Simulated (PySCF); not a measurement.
Several molecules and their computed UV-vis stick spectra, shuffled. Level of theory: TDDFT wB97X-D/def2-SVPD, vertical, gas phase, core orbitals frozen in the response in PySCF. Geometries: PBE0-D3(BJ)/def2-SVP; one conformer of each isolated species. Triplets are in the Tamm–Dancoff approximation.

A. `CS[Si@H]([SiH2]Cl)[SiH3]`
B. `ClC[SiH](O)O`
C. `OB(O)c1ccncc1`

Lowest singlet levels (six at most, fewer where fewer were computed) with oscillator strengths:

1. 180 nm (f 0.011); 170 nm (f 0.004); 156 nm (f 0.012); 154 nm (f 0.003); 149 nm (f 0.004); 146 nm (f 0.023); T1 6.22 eV
2. 266 nm (f 0.004); 235 nm (f 0.054); 232 nm (f 0.000); 200 nm (f 0.025); 176 nm (f 0.707); 171 nm (f 0.007); T1 4.04 eV
3. 239 nm (f 0.002); 226 nm (f 0.014); 203 nm (f 0.037); 202 nm (f 0.004); 190 nm (f 0.020); 184 nm (f 0.027); T1 4.85 eV

**Question.** Which spectrum belongs to which structure?

**Answer.** 1 = B, 2 = C, 3 = A.
- A: S1 at 5.18 eV, HOMO→LUMO (88%); Löwdin shares by element: HOMO sulfur 60%, silicon 20% or more, carbon 8%; LUMO silicon 46% or more, chlorine 14%, sulfur 12% (atoms not listed hold the other 29%); HOMO -8.75 and LUMO 0.66 eV.
- B: S1 at 6.87 eV, HOMO→LUMO (64%), HOMO→LUMO+1 (18%); Löwdin shares by element: HOMO chlorine 42%, carbon 21%, silicon 12%, oxygen 11% or more; LUMO chlorine 26%, silicon 19%, oxygen 17% or more, carbon 14% (atoms not listed hold the other 24%); HOMO -10.20 and LUMO 1.52 eV.
- C: S1 at 4.67 eV, HOMO→LUMO (96%); Löwdin shares by element: HOMO nitrogen 56%, carbon 27% or more (atoms not listed hold the other 17%); LUMO carbon 44% or more, nitrogen 19% (atoms not listed hold the other 37%); HOMO -9.38 and LUMO 0.24 eV.
